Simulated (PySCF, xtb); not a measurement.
MoO₂FBr, SMILES [F][Mo]([Br])(=[O])=[O], multiplicity 1.

Harmonic wavenumbers (cm⁻¹) from GFN2-xTB (xtb) at its own minimum, in rising order: 136, 165, 211, 217, 256, 315, 525, 932, 1000.

Task: What does PySCF with B3LYP-D3(BJ)/def2-SVP give at its own minimum? (Estimate from the structure and the level; the computed values follow.)

Result: 136, 174, 224, 237, 317, 385, 720, 1039, 1063. Paired by order, the mean absolute difference is 60 cm⁻¹ and the zero-point energies are 5.4 and 6.1 kcal/mol.
